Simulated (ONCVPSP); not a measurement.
Ir (Z = 77), ONCV: configuration errors across variants

ONCVPSP 4.0.1 input, shortened (lines: element, Z, core and valence counts, functional; n l f; lmax; l rc ep ncon nbas qcut; lloc lpopt rc5 dvloc0; l nproj debl; icmod fcfact rcfact), PBEsol, fully relativistic:

```
  Ir 77.00   10    4  -116133      upf
    1    0    2.00
    2    0    2.00
    2    1    6.00
    3    0    2.00
    3    1    6.00
    3    2   10.00
    4    0    2.00
    4    1    6.00
    4    2   10.00
    4    3   14.00
    5    0    2.00
    5    1    6.00
    5    2    7.00
    6    0    1.50
    2
    0    1.70    0.00    4    8    6.30
    1    1.25    0.00    3    8    7.40
    2    2.50    0.00    3    8    6.50
    4    3    0.95    0.00
    0    2    0.90
    1    1    1.50
    2    2    2.80
    3    4.00    1.80
```

Open shells are filled in proportion to 2j + 1.

All-electron excitation energies from the reference (eV): (1) 5s2 5p6 5d7 6s2 -4.064; (2) 5s2 5p6 5d7 6s1 5.874; (3) 5s2 5p6 5d7 6s0 23.376; (4) 5s2 5p6 5d6 6s2 6p1 3.080.

1 further variants failed, have other tests or another functional or relativity, and are left out.

Errors AE − PS in meV (a dash: test not solved or not reliable):

```tsv
change	(1)	(2)	(3)	(4)	bound ghosts	GHOST(+) flags above zero
base	-0.5	-0.8	-14	+147	none	s
core correction Teter function, fcfact 5.9, rcfact 1.8	-0.7	-1.1	-18	+142	none	s
local potential polynomial inside 0.95 bohr (lpopt 3, dvloc0 6 Ha)	-0.5	-0.8	-14	+110	none	s
all radii but the core radius scaled by about 1.20 (s 2.04, p 1.50, d 2.98 bohr); local potential polynomial inside 1.14 bohr (lpopt 3, dvloc0 0 Ha)	-0.5	-1.1	-20	+186	none	none
d: rc 2.52	-0.5	-0.8	-14	+148	none	s
p: qcut 7.7	-0.5	-0.8	-14	+138	none	s
```

Give the same row for: d: ncon 4, nbas 9.

-0.6, -0.8, -14, +143; bound ghosts: none; GHOST(+) flags above zero: s.
